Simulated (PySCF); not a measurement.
C3H7NOSi, SMILES C#C[Si@H](N)OC.

Coordinates come from a B3LYP-D3(BJ)/def2-SVP optimisation. The structure was generated by enumeration; whether it is a known compound was not checked. The values are those of a single conformer.

The numbers are results of PBE/def2-TZVP (PySCF), not measurements.

Gas-phase values at a fixed geometry.

The total energy is -537.65933 hartree and the highest occupied level is -6.36 eV. The lowest empty level comes out as -1.06 eV and the orbital gap is 5.30 eV. The dipole moment is 0.109 e·Å and the quadrupole, principal values (traceless, Buckingham form, about the centre of nuclear charge) is -8.77, 0.62, 8.15 D·Å. The mean static polarisability comes out as 71.0 bohr³ (10.53 Å³). The polarisability, principal values is 56.1, 70.8, 86.3 bohr³.
